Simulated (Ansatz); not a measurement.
Relaxation of GaH8NOSi (12 atoms, charge 0, multiplicity 1), to a largest force component of 0.03 eV/Å in at most 50 steps.

Level of theory: RKS PBE0-D4/def2-mTZVP (Ansatz 0.2.0).

```xyz
12
Properties=species:S:1:pos:R:3
Ga -0.082 0.502 -0.226
H -0.133 -0.235 2.445
H 1.238 -0.259 -0.524
O -1.719 -0.001 -0.717
H -1.777 -0.817 -1.220
N -0.192 2.147 0.702
H -1.117 2.556 0.668
Si 1.088 3.089 1.362
H 2.244 2.167 1.541
H 1.547 4.224 0.508
H 0.710 3.664 2.685
H -0.215 0.420 2.178
```

Where does it end, and by what steps?

It converged. The force dipped under the threshold on the way, but the program's further checks kept it going. After 12 steps the energy has fallen by 0.193 eV; H12 moved furthest, 0.74 Å.

```csv
step,energy less start (eV),largest force component (eV/Å),accepted
0,0.0000,1.506,yes
1,-0.1341,0.499,yes
2,-0.1707,0.256,yes
3,-0.1831,0.087,yes
4,-0.1688,0.568,no
5,-0.1846,0.050,yes
6,-0.1882,0.044,yes
7,-0.1901,0.094,yes
8,-0.1907,0.065,yes
9,-0.1920,0.067,yes
10,-0.1930,0.043,yes
11,-0.1933,0.029,yes
12,-0.1934,0.015,yes
```

```xyz
12
Properties=species:S:1:pos:R:3
Ga -0.089 0.602 -0.279
H -0.173 -0.647 2.916
H 1.189 -0.280 -0.359
O -1.691 0.128 -0.922
H -1.727 -0.739 -1.337
N -0.161 2.266 0.474
H -1.076 2.698 0.426
Si 1.109 3.148 1.241
H 2.332 2.305 1.159
H 1.385 4.457 0.580
H 0.825 3.441 2.677
H -0.332 0.075 2.825
```

Whether the end is a true minimum wasn't checked by a vibrational analysis.

Time of the run: 30 s on 4 threads of Arm Neoverse V2, on a shared host, peak memory 0.32 GiB.
